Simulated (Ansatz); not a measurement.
Steps of a relaxation of `OB(F)[SiH3]` with RKS PBE0-D4/def2-TZVP.

```sh
$ ansatz run in.yaml --threads 2 --pin off --events-out ev --progress --plain --max-ram 4352MiB
```

```yaml
crystal:
  periodic: [false, false, false]
  atoms:
    - {symbol: O, position_ang: [1.729512, 0.503901, -0.894133]}
    - {symbol: B, position_ang: [1.025326, -0.240134, -0.001783]}
    - {symbol: F, position_ang: [1.738391, -1.116868, 0.719856]}
    - {symbol: Si, position_ang: [-0.993390, -0.109056, 0.312965]}
    - {symbol: H, position_ang: [1.164545, 1.121653, -1.390775]}
    - {symbol: H, position_ang: [-1.283211, 0.376996, 1.709202]}
    - {symbol: H, position_ang: [-1.632570, 0.856918, -0.655425]}
    - {symbol: H, position_ang: [-1.656504, -1.450610, 0.144394]}
basis:
  gaussian: {orbitals: def2-TZVP}
hamiltonian: {xc: pbe0, dispersion: d4}
relax: {f_tol: 0.005, max_steps: 150}
```

Positions (Å) and forces (eV/Å) along the path, 11 of 11 steps:

```xyz
8
step=1 energy=-13379.1937 eV
O     1.730    0.504   -0.894   -0.638    0.175   -0.042
B     1.025   -0.240   -0.002    0.345   -0.111    0.045
F     1.738   -1.117    0.720   -0.274    0.375   -0.316
Si   -0.993   -0.109    0.313   -0.286   -0.010    0.079
H     1.165    1.122   -1.391    0.421   -0.418    0.324
H    -1.283    0.377    1.709    0.091   -0.095   -0.299
H    -1.633    0.857   -0.655    0.172   -0.200    0.191
H    -1.657   -1.451    0.144    0.168    0.283    0.018
8
step=2 energy=-13379.2130 eV
O     1.715    0.502   -0.891   -0.236    0.032    0.025
B     1.014   -0.236    0.000    0.173   -0.096    0.033
F     1.725   -1.108    0.716   -0.091    0.147   -0.116
Si   -0.997   -0.111    0.316   -0.043    0.017    0.002
H     1.159    1.114   -1.385    0.140   -0.097    0.064
H    -1.271    0.375    1.700    0.005   -0.030   -0.076
H    -1.611    0.850   -0.651    0.021   -0.050    0.056
H    -1.642   -1.443    0.139    0.032    0.077    0.011
8
step=3 energy=-13379.2144 eV
O     1.712    0.503   -0.886   -0.053   -0.039   -0.002
B     1.013   -0.243   -0.004    0.064    0.042    0.084
F     1.727   -1.100    0.718   -0.019   -0.004   -0.032
Si   -0.995   -0.110    0.315   -0.009   -0.023   -0.022
H     1.161    1.108   -1.387    0.022    0.028   -0.031
H    -1.272    0.370    1.695    0.009    0.003    0.015
H    -1.612    0.850   -0.643    0.001    0.009   -0.009
H    -1.642   -1.435    0.137   -0.016   -0.015   -0.002
8
step=4 energy=-13379.2144 eV rejected
O     1.713    0.502   -0.889    0.011   -0.043   -0.002
B     1.016   -0.242   -0.005   -0.059    0.034    0.113
F     1.725   -1.100    0.720    0.015   -0.009   -0.036
Si   -0.997   -0.110    0.315    0.056   -0.018   -0.034
H     1.163    1.109   -1.387    0.000    0.041   -0.047
H    -1.272    0.369    1.696    0.004    0.005    0.021
H    -1.614    0.850   -0.642   -0.006    0.013   -0.013
H    -1.642   -1.436    0.137   -0.022   -0.023   -0.003
8
step=5 energy=-13379.2147 eV
O     1.712    0.502   -0.887   -0.042   -0.026   -0.008
B     1.014   -0.242   -0.003    0.037    0.035    0.068
F     1.727   -1.101    0.717   -0.008   -0.010   -0.020
Si   -0.995   -0.110    0.315   -0.005   -0.015   -0.012
H     1.161    1.108   -1.387    0.023    0.022   -0.026
H    -1.272    0.370    1.695    0.007    0.001    0.011
H    -1.612    0.850   -0.644    0.002    0.007   -0.009
H    -1.642   -1.436    0.137   -0.014   -0.015   -0.003
8
step=6 energy=-13379.2153 eV
O     1.710    0.495   -0.894   -0.011   -0.015    0.015
B     1.013   -0.235    0.003    0.005    0.018   -0.019
F     1.728   -1.091    0.725    0.004   -0.009    0.010
Si   -0.997   -0.109    0.318    0.008    0.005   -0.003
H     1.170    1.103   -1.402   -0.007    0.005   -0.005
H    -1.276    0.357    1.703   -0.001   -0.001    0.000
H    -1.613    0.858   -0.635    0.002   -0.002    0.003
H    -1.643   -1.435    0.126    0.000    0.001   -0.001
8
step=7 energy=-13379.2154 eV
O     1.709    0.491   -0.897   -0.001   -0.001    0.001
B     1.014   -0.233    0.005    0.001    0.002   -0.001
F     1.729   -1.084    0.733    0.001    0.001    0.000
Si   -0.996   -0.108    0.319   -0.001   -0.001    0.002
H     1.167    1.096   -1.408    0.000   -0.002    0.000
H    -1.278    0.350    1.706   -0.001   -0.001    0.000
H    -1.611    0.864   -0.630    0.001    0.001   -0.001
H    -1.641   -1.433    0.118   -0.001    0.000   -0.001
8
step=8 energy=-13379.2154 eV
O     1.706    0.486   -0.902    0.007    0.009   -0.010
B     1.014   -0.230    0.008   -0.002   -0.011    0.011
F     1.732   -1.074    0.743   -0.002    0.010   -0.009
Si   -0.996   -0.107    0.320   -0.006   -0.004    0.005
H     1.163    1.086   -1.418    0.003   -0.008    0.007
H    -1.281    0.338    1.710    0.000   -0.001   -0.002
H    -1.607    0.874   -0.622   -0.002    0.002   -0.001
H    -1.641   -1.430    0.105    0.000    0.003    0.000
8
step=9 energy=-13379.2154 eV
O     1.706    0.483   -0.905    0.006    0.008   -0.010
B     1.015   -0.229    0.010   -0.003   -0.008    0.009
F     1.734   -1.068    0.749   -0.002    0.007   -0.006
Si   -0.995   -0.106    0.321   -0.009   -0.003    0.003
H     1.162    1.080   -1.424    0.003   -0.007    0.006
H    -1.283    0.332    1.713    0.001   -0.001   -0.002
H    -1.606    0.879   -0.617    0.001    0.002   -0.001
H    -1.641   -1.428    0.098    0.003    0.002    0.001
8
step=10 energy=-13379.2154 eV
O     1.705    0.481   -0.907    0.003    0.004   -0.006
B     1.015   -0.228    0.011   -0.003    0.000    0.004
F     1.735   -1.062    0.754    0.000    0.000   -0.001
Si   -0.996   -0.106    0.322    0.000   -0.003   -0.001
H     1.160    1.074   -1.429    0.001   -0.003    0.003
H    -1.284    0.325    1.716    0.000    0.000   -0.002
H    -1.604    0.885   -0.613   -0.001   -0.001    0.002
H    -1.640   -1.426    0.091    0.000    0.003    0.001
8
step=11 energy=-13379.2154 eV
O     1.706    0.481   -0.907    0.000    0.001   -0.001
B     1.015   -0.228    0.011   -0.001   -0.002    0.000
F     1.735   -1.062    0.754    0.000    0.000    0.000
Si   -0.996   -0.106    0.321   -0.001    0.000    0.001
H     1.160    1.074   -1.428    0.000    0.000    0.000
H    -1.284    0.325    1.715    0.000    0.000    0.000
H    -1.604    0.884   -0.613    0.000    0.000    0.000
H    -1.641   -1.426    0.091    0.000    0.000    0.000
```

Hardware: 2 threads of an Intel Xeon Platinum 8488C on a shared host. Wall time 29 s, peak host memory 0.31 GiB.
